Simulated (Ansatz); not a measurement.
Coupled-cluster diagnostics for SnCl₂⁺, Ansatz.

Geometry of the doublet (PBE0-D4/def2-TZVP):

```xyz
3

Sn    0.619   -0.345    0.255
Cl   -1.278   -1.546   -0.098
Cl    0.659    1.890   -0.157
```

In the def2 sets Sn takes a core potential; there is no spin–orbit coupling. Correlated methods freeze 14 core orbitals; core or outer-core shells of Sn are correlated, in sets that lack core-valence functions. The structure comes from a short search, and lower isomers may exist.

Geometry of the charge 1 quartet (PBE0-D4/def2-TZVP):

```
atom   x (Å)   y (Å)   z (Å)
 Sn1  -0.279   0.411   1.216
 Cl2  -0.066  -1.514  -0.214
 Cl3   0.346   1.103  -1.002
```

(1) Estimate the CCSD(T) correlation energy, the shares of MP2 and (T), T1 and the reference's ⟨S²⟩ for: charge 1, doublet, own geometry in def2-TZVPP; charge 1, quartet, own geometry in def2-TZVPP; and the rough time on 4 threads of Arm Neoverse V1 on a shared host.

Results:

(1) 
| state | basis | correlation (eV) | MP2 share (%) | (T) share (%) | T1 | ⟨S²⟩ (pure) | wall time |
| --- | --- | --- | --- | --- | --- | --- | --- |
| charge 1, doublet, own geometry | def2-TZVPP | -18.941 | 92.4 | 4.0 | 0.020 | 0.78 (0.75) | 12 s |
| charge 1, quartet, own geometry | def2-TZVPP | -18.503 | 90.8 | 4.2 | 0.032 | 3.79 (3.75) | 22 s |
Customary marks for T1 are 0.02 (closed shells), 0.045 (open shells) and about 0.05 (3d metals). T1 exceeds 0.02 in 1 of 2 rows and 0.045 in 0; the higher it lies, the less the single-reference result can be trusted.
